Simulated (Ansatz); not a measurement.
input.yaml

```yaml
crystal:
  periodic: [false, false, false]
  atoms:
    - { symbol: C, position_ang: [-0.528636, -1.562697, 0.547151] }
    - { symbol: "N", position_ang: [0.393257, -0.534572, 0.05964] }
    - { symbol: Si, position_ang: [2.029139, -0.639356, 0.615647] }
    - { symbol: Si, position_ang: [-0.164506, 0.461211, -1.249182] }
    - { symbol: C, position_ang: [-1.471294, 1.622777, -0.535911] }
    - { symbol: O, position_ang: [-0.970828, 2.22822, 0.645208] }
    - { symbol: H, position_ang: [-1.560538, -1.219796, 0.497046] }
    - { symbol: H, position_ang: [-0.457765, -2.484904, -0.029387] }
    - { symbol: H, position_ang: [-0.326058, -1.801767, 1.589685] }
    - { symbol: H, position_ang: [2.771405, 0.533633, 0.126904] }
    - { symbol: H, position_ang: [2.70919, -1.8725, 0.156217] }
    - { symbol: H, position_ang: [2.037913, -0.670614, 2.09464] }
    - { symbol: H, position_ang: [0.986523, 1.223912, -1.759642] }
    - { symbol: H, position_ang: [-0.74675, -0.361011, -2.337111] }
    - { symbol: H, position_ang: [-2.421389, 1.114919, -0.345491] }
    - { symbol: H, position_ang: [-1.692494, 2.429889, -1.230055] }
    - { symbol: H, position_ang: [-0.605969, 1.532357, 1.194842] }
basis:
  gaussian: { orbitals: "6-31G*" }
hamiltonian:
  xc: { name: BHLYP }
  dispersion: d4
neb:
  order_check: false
  images: 5
  f_tol: 0.2
  max_iterations: 46
  initial_path: idpp
  final_atoms:
    - { symbol: C, position_ang: [-0.53526747, -1.56486085, 0.53400704] }
    - { symbol: "N", position_ang: [0.38666699, -0.53974474, 0.03996128] }
    - { symbol: Si, position_ang: [2.037575, -0.68326946, 0.54027347] }
    - { symbol: Si, position_ang: [-0.19115643, 0.49221035, -1.23207229] }
    - { symbol: C, position_ang: [-1.46555054, 1.65289095, -0.46057264] }
    - { symbol: O, position_ang: [-0.92878851, 2.22567142, 0.72116214] }
    - { symbol: H, position_ang: [-0.46384958, -2.49072387, -0.03644461] }
    - { symbol: H, position_ang: [-0.33327151, -1.79649531, 1.57831436] }
    - { symbol: H, position_ang: [-1.5668177, -1.22244527, 0.47981782] }
    - { symbol: H, position_ang: [2.78310607, 0.4894216, 0.05617576] }
    - { symbol: H, position_ang: [2.68320968, -1.91358519, 0.0262828] }
    - { symbol: H, position_ang: [2.09411692, -0.74946091, 2.01713708] }
    - { symbol: H, position_ang: [0.95656863, 1.25309504, -1.75244814] }
    - { symbol: H, position_ang: [-0.80899927, -0.29588469, -2.32566672] }
    - { symbol: H, position_ang: [-2.41676716, 1.1516924, -0.25820716] }
    - { symbol: H, position_ang: [-1.69401582, 2.4778038, -1.13096037] }
    - { symbol: H, position_ang: [-0.5555593, 1.51338573, 1.24344116] }
```

Launched with:

```bash
$ ansatz run input.yaml --threads 2 --pin off --max-ram 3072MiB --backend cpu --events-out ev --progress --plain --runs-dir out
```

Hardware: 2 threads of AMD EPYC 7B13 (Zen 3) (shared host).

Roughly how long does this run take, and how much memory?

110 s, with a peak of 0.34 GiB, for 4 band iterations.
